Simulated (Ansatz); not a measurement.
Consider the ligand exchange at the Si–O bond: `O[SiH]([SiH3])[O][AlH2]` + `BO` → `BO[SiH](O)[SiH3]` + `[OH][AlH2]`.

Computed with Ansatz on PBE0-D4/def2-TZVP structures; ΔE is electronic, products minus reactants. CCSD(T)/CBS adds triple-zeta CCSD(T) − MP2 to the extrapolated MP2 energy (def2 sets, frozen cores). This one scheme is used for every species. DFT in def2-TZVPP. B3LYP here is the variant with VWN-RPA as its local correlation; programs differ in this. Each species was taken in one conformer, which may not be the lowest.

**Question.** Is it downhill or uphill in electronic energy at CCSD(T)/CBS, and by how much? (An estimate is asked.)

**Answer.** The calculation gave: Uphill: ΔE = +26.9 kJ/mol.

**Question.** What do these levels give: PBE-D4, B3LYP-D4, ωB97X-V, ωB97M-V, B2PLYP, r2SCAN, PBE0, B3LYP, HF/def2-TZVPP, SCS-MP2/def2-TZVPP, HF/CBS(def2), MP2/CBS(def2)? (Best estimate.)

**Answer.** The calculation gave: PBE-D4 26.9, B3LYP-D4 29.0, ωB97X-V 27.3, ωB97M-V 27.0, B2PLYP 28.8, r2SCAN 27.8, PBE0 28.5, B3LYP 29.4, HF/def2-TZVPP 32.9, SCS-MP2/def2-TZVPP 28.6, HF/CBS(def2) 33.2, MP2/CBS(def2) 26.3 kJ/mol.

Largest T1 diagnostic among the species: 0.014.

In def2-TZVPP, CCSD(T) changes the Hartree–Fock value by −4.7 kJ/mol (the triples alone add −0.8 kJ/mol) and MP2 by −5.3 kJ/mol.
